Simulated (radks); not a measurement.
Q: All-electron atom: Mo XIV in [Ar] 3d10 4s1. All-electron calculation, non-relativistic Kohn-Sham, LB94 model potential, spin-polarised, spherical densities, point nucleus; open shells are filled with parallel spins first (spin-orbit coupling, left out, can overturn this in heavy ions); relativity is left out, which matters for an element this heavy. Program: a radial shooting solver on a logarithmic mesh with Libxc functionals. Some entries of the table are withheld. Estimate them.

orbital,occ.,eigenvalue (eV),r(max) (bohr),<r> (bohr)
1s up,1,-19726.85,0.02401,0.03625
1s down,1,-19726.40,0.02401,0.03625
2s up,1,-2997.368,0.1340,0.1582
2s down,1,-2997.135,0.1340,0.1582
2p up,3,-2788.892,0.1053,0.1354
2p down,3,-2788.708,0.1053,0.1355
3s down,1,-739.5157,0.3938,0.4385
3s up,1,-739.4302,0.3936,0.4377
3p down,3,-658.5580,0.3805,0.4320
3p up,3,-658.4126,0.3803,0.4311
3d down,5,-510.2099,(1),0.4062
3d up,5,-510.0191,(2),0.4049
4s down,0,-306.4466,0.9254,0.9664
4s up,1,-303.2075,0.9260,0.9699
4p down,0,-278.4430,0.9528,0.9979
4p up,0,-275.3398,0.9543,1.003
5s down,0,-169.1890,1.743,1.712
5s up,0,-168.3975,1.751,1.719

A: 
(1) 3d down r(max) (bohr): 0.3181
(2) 3d up r(max) (bohr): 0.3180
